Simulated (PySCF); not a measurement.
Two-component Hartree-Fock for Kr¹⁶⁺ (krypton, charge +16)

Start: [Ar] 3d2; 3d3/2 filled at m_j = +1/2, +3/2. Calculated with PySCF 2.14 in an uncontracted even-tempered set (17 s from 1.5 bohr⁻², ratio 2.8; 12 p from 1.9 bohr⁻², ratio 2.8; 8 d from 1.9 bohr⁻², ratio 2.8; 4 f from 6.2 bohr⁻², ratio 3): generalised Hartree-Fock with the X2C-1e Hamiltonian and a Gaussian nucleus; one run each with spin-orbit coupling (SO) switched off, then screened by Boettger's factors.

| spinor shell | electrons | ε, spin-free (eV) | ε, screened SO (eV) | weight of nominal j (screened SO) | rms radius, screened SO (bohr) |
| --- | --- | --- | --- | --- | --- |
| 1s1/2 | 2 | -14960.5 | -14959.9 | 1.000 | 0.0478 |
| 2s1/2 | 2 | -2514.6 | -2514.4 | 1.000 | 0.197 |
| 2p1/2 | 2 | -2283.1 | -2322.4 | 0.997 | 0.173 |
| 2p3/2 | 4 | -2283.1 | -2264.0 | 0.999 | 0.177 |
| 3s1/2 | 2 | -773.58 | -773.50 | 1.000 | 0.516 |
| 3p1/2 | 2 | -692.91 | -705.40 | 0.876 | 0.510 |
| 3p3/2 | 4 | -692.91 | -686.76 | 0.938 | 0.518 |
| 3d3/2 | 2 | -592.30 | -592.86 | 0.880 | 0.477 |

| quantity | spin-free | screened SO |
| --- | --- | --- |
| E (hartree) | -2658.78007 | -2659.01294 |
| M_J | 2 | 2 |
| ⟨J²⟩ | 8.002 | 6.745 |
| ⟨L²⟩ | 12.001 | 11.642 |
| ⟨S²⟩ | 2.000 | 1.880 |

The determinant has a definite M_J but mixes levels of different J.

Each row is a mean over spinors that exchange with the open shell spreads, by up to 11.302 eV (3p1/2).

Rows whose weight is well below 1 are mixtures of j = l ± 1/2: exchange outweighs spin-orbit coupling there, and the label is only the starting occupation.

Without spin-orbit coupling the j labels of p, d and f shells carry no meaning; the spin-free column gives the mean over the occupied spinors of each nl shell, and its ⟨J²⟩ belongs to a mixture of degenerate components.
